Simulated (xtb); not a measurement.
xtb input:

```bash
xtb mol.xyz --gfnff --opt tight --chrg 0 --uhf 0
```
mol.xyz:
```
7

Si     0.33645806     0.07501901    -0.09322244
Cl    -0.40375190    -0.28382823     1.79000695
Cl    -1.19590123    -0.10675841    -1.42200036
O      1.00562582     1.55666064    -0.12494795
O      1.45240221    -1.01799582    -0.51919495
H      0.52406208     2.29445991     0.25874549
H      2.29540407    -1.01407182    -0.05660000
```

**Question.** Predict the final energy.

**Answer.** -0.64847 Eh (GFN-FF).
